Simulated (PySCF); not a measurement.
Molfile (atoms numbered from 1):
```
CH4F2Si
     RDKit          3D

  8  7  0  0  0  0  0  0  0  0999 V2000
   -1.1612    0.8732   -1.2316 F   0  0  0  0  0  0  0  0  0  0  0  0
   -0.8609   -0.1507   -0.3791 C   0  0  0  0  0  0  0  0  0  0  0  0
   -0.8396   -1.3011   -1.1161 F   0  0  0  0  0  0  0  0  0  0  0  0
    0.8517    0.1463    0.4358 Si  0  0  0  0  0  4  0  0  0  0  0  0
   -1.6924   -0.2373    0.3306 H   0  0  0  0  0  0  0  0  0  0  0  0
    1.1047   -0.9588    1.3929 H   0  0  0  0  0  0  0  0  0  0  0  0
    0.7968    1.4419    1.1563 H   0  0  0  0  0  0  0  0  0  0  0  0
    1.8785    0.1723   -0.6317 H   0  0  0  0  0  0  0  0  0  0  0  0
  1  2  1  0
  2  3  1  0
  2  4  1  0
  2  5  1  0
  4  6  1  0
  4  7  1  0
  4  8  1  0
M  END
```

Calculated, not measured (PySCF 2.14.0 with density-fitted response routines): GIAO B97-2/pcSseg-2 shieldings, structure optimised with PBE0-D3(BJ)/def2-TZVP. Fast rotation and ring inversion assumed for equivalent nuclei, isolated molecule, one computed conformer, relativity neglected.

References, each an isolated molecule treated in the same way: 13C (185.38 ppm) and 1H (31.64 ppm) and 29Si (348.46 ppm) against TMS; 19F (175.98 ppm) against CFCl3.

```csv
atoms,nucleus,count,δ (ppm)
F1/F3,19F,2,-144.0
C2,13C,1,127.7
Si4,29Si,1,-70.8
H5,1H,1,?
H6/H7/H8,1H,3,?
```

Problem. Fill in the missing shifts.

Solution. 
- H5: 6.37 ppm, hydrogen on an sp3 CH bonded to 2 F and Si; its carbon carries F, which withdraws density
- H6/H7/H8: 4.05 ppm, hydrogen on a silicon bonded to C

Shifts are as computed. Against solution values, carbons near 30 ppm lie about +3 ppm off and those near 130 ppm about +7 ppm. Of 1211 compounds with measured shifts, 218 miss one by over three times the rms of a fit or turn the order of signals round; such compounds aren't used in these exercises. Unscaled 19F shifts against computed CFCl3 carry errors that often reach 10 to 50 ppm.
